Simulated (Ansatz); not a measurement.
Coupled-cluster diagnostics for Au3⁻, Ansatz.

Geometry of the singlet (PBE0-D4/def2-TZVPD):

Cartesian coordinates in Å:
```
Au 0.000 0.000 0.000
Au -2.088 0.635 -1.391
Au 2.088 -0.635 1.391
```

In the def2 sets Au takes a core potential; there is no spin–orbit coupling. Correlated methods freeze no core orbitals; core or outer-core shells of Au are correlated, in sets that lack core-valence functions. The structure comes from a short search, and lower isomers may exist.

(1) Estimate the CCSD(T) correlation energy, the shares of MP2 and (T), T1 and the reference's ⟨S²⟩ for: charge -1, singlet, own geometry in def2-TZVPD; and the rough time on 4 threads of Arm Neoverse V2 on a shared host.

Results:

(1) 
```
                           state       basis  correlation (eV)  MP2 share (%)  (T) share (%)     T1  ⟨S²⟩ (pure)  wall time                  remarks
charge -1, singlet, own geometry  def2-TZVPD           -34.756          106.3            3.3  0.023  0.00 (0.00)       10 s  restricted SCF unstable
```
Customary marks for T1 are 0.02 (closed shells), 0.045 (open shells) and about 0.05 (3d metals). T1 exceeds 0.02 in 1 of 1 rows and 0.045 in 0; the higher it lies, the less the single-reference result can be trusted.
